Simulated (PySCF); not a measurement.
# Calculated properties of `[H]/N=C\[C@H]1CCOCO1`

C₅H₉NO₂.
Z-matrix (Å and degrees, PBE0-D3(BJ)/def2-SVP geometry), rows numbered from 1:
```
N 
C   1  1.2627
C   2  1.5054  1  125.97
C   3  1.5283  2  112.64  1  -120.85
C   4  1.5212  3  108.64  2   172.80
O   5  1.4074  4  110.26  3   -52.56
C   6  1.3854  5  111.51  4    57.06
O   7  1.3950  6  112.78  5   -60.61
H   1  1.0290  2  108.34  3    -0.48
H   2  1.1048  1  119.25  3  -179.47
H   3  1.1142  2  107.88  1   119.57
H   4  1.1014  3  110.84  2   -64.91
H   4  1.1017  3  108.57  2    53.88
H   5  1.0990  4  111.78  3  -171.65
H   5  1.1108  4  109.85  3    68.76
H   7  1.0978  6  107.71  5  -178.71
H   7  1.1151  6  109.99  5    61.54
```

Among its groups: imine and ether.

PBE0-D3(BJ)/def2-SVP geometry optimisation, gas phase (PySCF):

```
Point group                  : C1
Rotational constants A, B, C : 4.442, 1.560, 1.253 GHz
```

From B3LYP/def2-SVPD ground state and vertical TDDFT (core frozen in the response) (PySCF):

```
Dipole moment                                                     : 3.49 D
HOMO energy                                                       : -7.39 eV
LUMO energy                                                       : -0.50 eV
HOMO–LUMO gap                                                     : 6.89 eV
Lowest singlet excitation                                         : 5.33 eV (233 nm, f = 0.003)
Strongest line among the 6 lowest singlet transitions             : S2 at 6.62 eV (187 nm, f = 0.048)
Static isotropic polarisability                                   : 74.2 au
Electronic spatial extent ⟨r²⟩ about the centre of nuclear charge : 962 bohr²
```

Monoisotopic mass (most abundant isotopes): 115.0633 u.

With B = h/(8π²I), that is 505.379 GHz u Å² over I, the principal moments of inertia are 113.8, 324.1 and 403.3 u Å² (most abundant isotopes). No computed singlet falls in the visible range (750 to 380 nm, 1.65 to 3.26 eV); S1 lies 2.07 eV above its blue end. In atomic units the dipole is 1.37 e·bohr (1 au = 2.5417 D). The largest Löwdin shares of the LUMO are 0.37 on N1, 0.36 on C2, 0.07 on C3 and 0.05 on H10. The rotational constants make it an asymmetric top with κ = (2B − A − C)/(A − C) = -0.81, nearer the prolate limit (−1).

For the TDDFT job (B3LYP/def2-SVPD), the run took 43 s wall on one thread, Intel Xeon 6975P-C (x86_64), shared host, and the process peaked at 0.99 GiB of memory.

One conformer stands for the species.
